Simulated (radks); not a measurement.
The numbers below are computed, except where a source is named.
Isoelectronic series with 24 electrons, each ion in its NIST ground configuration. Level of theory: scalar-relativistic Kohn-Sham, PBEsol, spin-unpolarised, spherical densities, finite nucleus; Fermi nuclear charge, rms radius of each element as measured or else 0.836 A^(1/3) + 0.57 fm (a radial shooting solver on a logarithmic mesh with Libxc functionals). Total energies (hartree) and orbital eigenvalues (hartree) (* marks an orbital that is empty in some or all of the ions):

| ion | configuration | E (hartree) | 3d | 4s* | 3p |
|---|---|---|---|---|---|
| Cr | [Ar] 3d5 4s1 | -1049.45018 | -0.10764 | -0.14759 | -1.66612 |
| Mn+ | [Ar] 3d5 4s1 | -1156.85150 | -0.54883 | -0.43652 | -2.30512 |
| Fe2+ | [Ar] 3d6 | -1270.34480 | -0.94390 | -0.73472 | -2.87931 |
| Co3+ | [Ar] 3d6 | -1389.63392 | -1.65853 | -1.18037 | -3.80683 |
| Ni4+ | [Ar] 3d6 | -1514.76287 | -2.51497 | -1.70446 | -4.87821 |
| Cu5+ | [Ar] 3d6 | -1645.72922 | -3.50255 | -2.30226 | -6.08170 |
| Zn6+ | [Ar] 3d6 | -1782.53967 | -4.61533 | -2.97115 | -7.41116 |
| Ga7+ | [Ar] 3d6 | -1925.20481 | -5.84971 | -3.70960 | -8.86304 |
| Ge8+ | [Ar] 3d6 | -2073.73881 | -7.20333 | -4.51663 | -10.43518 |
| As9+ | [Ar] 3d6 | -2228.15866 | -8.67458 | -5.39158 | -12.12616 |
| Se10+ | [Ar] 3d6 | -2388.48241 | -10.26229 | -6.33406 | -13.93507 |
| Br11+ | [Ar] 3d6 | -2554.73054 | -11.96561 | -7.34380 | -15.86127 |
| Kr12+ | [Ar] 3d6 | -2726.92453 | -13.78388 | -8.42063 | -17.90437 |
| Rb13+ | [Ar] 3d6 | -2905.08754 | -15.71660 | -9.56451 | -20.06411 |
| Sr14+ | [Ar] 3d6 | -3089.24369 | -17.76338 | -10.77542 | -22.34035 |
| Zr16+ | [Ar] 3d6 | -3475.63884 | -22.19797 | -13.39861 | -27.24216 |
| Nb17+ | [Ar] 3d6 | -3677.93186 | -24.58535 | -14.81111 | -29.86782 |
| Mo18+ | [Ar] 3d6 | -3886.32644 | -27.08591 | -16.29109 | -32.61010 |

3d drops below 4s between Cr and Mn+.
